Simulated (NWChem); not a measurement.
Species: SbClF2; SMILES [F][Sb]([F])[Cl]

```xyz
4

Sb     0.3586    -0.3437     0.0000
F     -0.8387    -0.8636    -1.4113
F     -0.8387    -0.8636     1.4113
Cl    -0.1879     1.9454     0.0000
```
Atoms are numbered in this order, from 1.

The geometry was optimised at PBE0/def2-SVP. Not confirmed as a minimum by frequencies. def2 effective core potentials on Sb; no spin-orbit coupling.

Symmetry labels are those of Cs in the frame above (b1 and b2, or b-type labels, depend on it).

Task: List the 4 lowest vertical singlet excitations from CAM-B3LYP/def2-SVPD with def2 effective core potentials on Sb, TDA (NWChem).

Result: 
```csv
state,energy (eV),oscillator strength,symmetry,leading excitation (squared amplitude)
S1,6.31,0.047,a",HOMO → LUMO (0.87)
S2,6.41,0.058,a',HOMO → LUMO+1 (0.61)
S3,6.55,0.014,a",HOMO−1 → LUMO+1 (0.83)
S4,6.73,0.012,a',HOMO−1 → LUMO (0.57)
```
